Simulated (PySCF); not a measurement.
## How methods differ on the excitation energy of Zr

Zr [Kr] 4d2 5s2 (3F) → Zr [Kr] 4d4 (5D), as a difference of total energies. Calculation: PySCF 2.14, in aug-cc-pVTZ-DK (9s8p6d3f2g, 102 functions); the spin-free X2C one-electron Hamiltonian (Gaussian nucleus). Correlated levels: valence: [Kr] frozen. The calculations carry no spin-orbit coupling.

| method | excitation energy (eV) |
| --- | --- |
| UHF | 2.494 |
| LDA | 1.929 |
| PBE | 1.805 |
| PBE0 | 1.919 |
| r2SCAN | 1.863 |
| B3LYP | 2.364 |
| HSE06 | 1.959 |
| PBEsol | 1.728 |
| MP2 (valence) | 2.702 |
| SCS-MP2 (valence) | 3.379 |

**Question.** How much does correlation contribute at MP2 (valence)?

**Answer.** 2.702 − (2.494) = 0.208 eV, measured against UHF.

A first-order spin-orbit estimate (lowest level to lowest level, LS coupling) adds 0.045 eV.
